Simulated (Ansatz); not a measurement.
```xyz
11

Cl   -0.2464    1.4272   -2.4067
B     1.0266    1.3922   -1.2055
Si    0.9960   -0.0153    0.1601
C    -0.3545   -1.3494   -0.0056
Si   -1.0776   -0.0333    1.1167
H     1.8123    2.2894   -1.2305
H     2.1685   -0.3392    1.0061
H    -0.1309   -2.3064    0.4603
H    -0.7728   -1.4645   -1.0027
H    -1.2594   -0.4134    2.5361
H    -2.1617    0.8128    0.5717
```

Total charge 0; spin multiplicity 1.

Problem. List the PBE0/def2-TZVPP orbital energies in eV (Ansatz 0.2.0). (Best estimate.)

Solution. The calculation gave: Occupied: -2767.66, -1802.73, -1802.34, -278.20, -259.51, -197.77, -197.69, -197.62, -185.98, -145.09, -144.74, -99.76, -99.73, -99.72, -99.42, -99.39, -99.36, -23.54, -20.01, -15.27, -14.40, -13.21, -12.30, -11.32, -10.93, -10.21, -10.04, -9.83, -8.44, -7.87, -6.65. Lowest empty: -2.13, -0.03, 0.23, 0.74, 0.94, 1.52, 1.81, 2.14.
